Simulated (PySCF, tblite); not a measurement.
**Complex of methyllithium and methanol**

A gas-phase complex of methyllithium and methanol; neutral, singlet. The structure comes from a short search (6 tight-binding starts) and was relaxed by PBE0-D3(BJ)/def2-SVPD; another way of binding may lie lower. No frequency run checks that it is a minimum.

| part | name | SMILES | atoms | charge | multiplicity |
| --- | --- | --- | --- | --- | --- |
| 1 | methyllithium | [Li][CH3] | 1–5 | 0 | 1 |
| 2 | methanol | CO | 6–11 | 0 | 1 |

Coordinates in Å:
```
C1      0.292   -0.222    0.190
Li2     1.617   -1.284    1.236
H3     -0.109   -0.737   -0.707
H4      0.691    0.739   -0.191
H5     -0.608    0.056    0.775
C6      3.760   -3.600    0.822
O7      2.814   -2.585    0.546
H8      3.977   -3.561    1.896
H9      4.695   -3.435    0.267
H10     3.359   -4.596    0.579
H11     2.579   -2.570   -0.389
```

```csv
contact,kind (by geometry),distance (Å),angle (°)
Li2···O7,ion contact,1.898,-
```

Interaction energies are complex less parts, with the parts frozen as they stand in it; counterpoise-corrected, in kcal/mol (PySCF).

**Question.** Give the interaction energy at each level run.

**Answer.** 
```csv
level,interaction,superposition error removed
wB97M-D3(BJ)/def2-TZVPD,-17.56,-0.12
PBE0-D3(BJ)/def2-TZVPD,-17.93,-0.11
```

**Question.** What holds them together? Decompose the wB97M-D3(BJ)/def2-TZVPD energy: frozen parts, their antisymmetrised product, then relaxation.

**Answer.** electrostatic -22.2, Pauli repulsion +12.4, orbital relaxation -6.8, dispersion correction -1.1 kcal/mol, which sum to the value before the counterpoise correction; the Pauli term holds the exchange-correlation of the frozen density too. Of the attraction, 74 % is electrostatic, 23 % is orbital relaxation, 4 % is dispersion correction.

The parts were also relaxed and run alone, at the levels used for the complex: shieldings by PBE0/pcSseg-2.

**Question.** How do these values change when the complex forms?

**Answer.** 
```
              property  alone  in the complex  change
shielding of Li2 (ppm)   86.0            86.0     0.0
 shielding of O7 (ppm)  328.4           324.5    -3.8
```
